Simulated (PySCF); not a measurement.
Run times: sulfur in x2c-TZVPPall with one added diffuse shell each of s, p, d type

Measured wall times of calculations with PySCF 2.14 in x2c-TZVPPall with one added diffuse shell each of s, p, d type (6s6p4d1f, 51 functions), with scalar relativity by spin-free X2C-1e, run from one Python driver. Hardware: 1 thread of Neoverse-V1 on a shared host, 1.3 GiB allowed. The two-electron integrals over 51 functions were computed once and kept in memory (0.11 CPU seconds with the set-up); the times below exclude them. Kohn-Sham runs start from converged Hartree-Fock orbitals.

Launch command (the driver calls PySCF for each step listed in the task file):

```bash
OMP_NUM_THREADS=1 python atomrun2.py TASK.json OUT
```

```tsv
species	step	iterations	wall time (s)
S²⁺ [Ne] 3s2 3p1 4s1	UHF with spin-orbit constants	9	0.56
S²⁺ [Ne] 3s2 3p1 4s1	LDA	5	0.37
S²⁺ [Ne] 3s2 3p1 4s1	PBE	6	0.65
S²⁺ [Ne] 3s2 3p1 4s1	PBE0	8	0.9
S²⁺ [Ne] 3s2 3p1 4s1	r2SCAN	6	1.6
S²⁺ [Ne] 3s2 3p1 4s1	B3LYP	7	0.87
S²⁺ [Ne] 3s2 3p1 4s1	TPSSh	6	1.7
S²⁺ [Ne] 3s2 3p1 4s1	PW91	6	0.69
S²⁺ [Ne] 3s2 3p1 4s1	MP2 (4 electrons)		0.04
S²⁺ [Ne] 3s2 3p1 4s1	MP2 (12 electrons)		0.06
S²⁺ [Ne] 3s2 3p1 4s1	UHF with spin-orbit constants	13	0.61
S²⁺ [Ne] 3s2 3p1 4s1	LDA	5	0.38
S²⁺ [Ne] 3s2 3p1 4s1	PBE	7	0.76
S²⁺ [Ne] 3s2 3p1 4s1	PBE0	15	1.6
S²⁺ [Ne] 3s2 3p1 4s1	r2SCAN	14	3.4
S²⁺ [Ne] 3s2 3p1 4s1	B3LYP	29	3.2
S²⁺ [Ne] 3s2 3p1 4s1	TPSSh	13	3.5
S²⁺ [Ne] 3s2 3p1 4s1	PW91	7	0.8
S²⁺ [Ne] 3s2 3p1 4s1	MP2 (4 electrons)		0.03
S²⁺ [Ne] 3s2 3p1 4s1	MP2 (12 electrons)		0.06
S²⁺ [Ne] 3s2 3p1 3d1	UHF with spin-orbit constants	7	0.57
S²⁺ [Ne] 3s2 3p1 3d1	LDA	5	0.38
S²⁺ [Ne] 3s2 3p1 3d1	PBE	6	0.67
S²⁺ [Ne] 3s2 3p1 3d1	PBE0	6	0.72
S²⁺ [Ne] 3s2 3p1 3d1	r2SCAN	6	1.6
S²⁺ [Ne] 3s2 3p1 3d1	M06-2X	6	1.6
S²⁺ [Ne] 3s2 3p1 3d1	B3LYP	6	0.76
S²⁺ [Ne] 3s2 3p1 3d1	TPSSh	6	1.7
S²⁺ [Ne] 3s2 3p1 3d1	PW91	6	0.69
S²⁺ [Ne] 3s2 3p1 3d1	MP2 (4 electrons)		0.04
S²⁺ [Ne] 3s2 3p1 3d1	MP2 (12 electrons)		0.06
```

Question: Roughly how long does M06-2X take for S²⁺ [Ne] 3s2 3p1 4s1 here?

Answer: About 3.7 s.

Peak memory of the process: 0.23 GiB. Times on a shared host vary from run to run.
